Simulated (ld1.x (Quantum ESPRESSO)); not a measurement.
**Ranking RRKJ potentials for Mg (Z = 12)**

All share these settings but for the change named:

ld1.x (Quantum ESPRESSO) 7.5 input, shortened:

```
&input
   title='Mg', zed=12., rel=1, dft='PBESOL', iswitch=3,
   config='[Ne] 3s0 3p0'
 /
 &inputp
   pseudotype=2, tm=.false., lloc=-1, rcloc=0.90,
   nlcc=.false.
 /
2
2S  1  0   2.00   0.00  1.05  1.05  0.0
2P  2  1   6.00   0.00  1.10  1.10  0.0
 &test
   configts(1)='2s2 2p6 3s0 3p0'
 /
```

Cutoff: the first of the cutoffs (Ry, on a coarse ladder) from which the occupation-weighted sum of valence levels, in a spherical-Bessel basis at the reference potential, stays within 10 and 1 mRy of its value at 400 Ry; the density cutoff is not measured.

The base gives 110 Ry.

Of 5 variants that were run, those that failed, showed a ghost or another fault, or gave nearly equal values are left out.

(1) Rank these variants from softest to hardest (loose cutoff).
A. all radii scaled by about 0.89 (s 0.94, p 0.98 bohr); local potential all-electron potential smoothed inside 0.80 bohr (lloc = -1)
B. all radii scaled by about 0.80 (s 0.84, p 0.88 bohr); local potential all-electron potential smoothed inside 0.72 bohr (lloc = -1)
C. all radii scaled by about 1.24 (s 1.30, p 1.36 bohr); local potential all-electron potential smoothed inside 1.12 bohr (lloc = -1)
D. all radii scaled by about 1.33 (s 1.40, p 1.46 bohr); local potential all-electron potential smoothed inside 1.20 bohr (lloc = -1)

## Answers

(1) D (70 Ry), C (80 Ry), A (140 Ry), B (180 Ry).
